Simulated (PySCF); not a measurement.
Hf(Cl)3(NH2) (Cl3H2HfN), SMILES [NH2][Hf]([Cl])([Cl])[Cl], multiplicity 1.

Geometry optimised at B3LYP-D3(BJ)/def2-SVP. The spin state was assumed, not searched. The structure was generated by enumeration; whether it is a known compound was not checked. The def2 effective core potentials stand for the cores of Hf; spin–orbit coupling is left out. The values are those of a single conformer.

Calculation: PBE/def2-TZVP (PySCF).

The molecule is in vacuum.

```
Item                                                                                                             Value
---------------------------------------------------------------------------------------------  -----------------------
total energy                                                                                       -1484.32765 hartree
highest occupied level                                                                                        -6.93 eV
lowest empty level                                                                                            -2.60 eV
orbital gap                                                                                                    4.33 eV
dipole moment                                                                                                   2.71 D
quadrupole, principal values (traceless, Buckingham form, about the centre of nuclear charge)  -7.97, -3.00, 10.97 D·Å
mean static polarisability                                                                       86.3 bohr³ (12.78 Å³)
polarisability, principal values                                                                80.7, 88.0, 90.2 bohr³
```
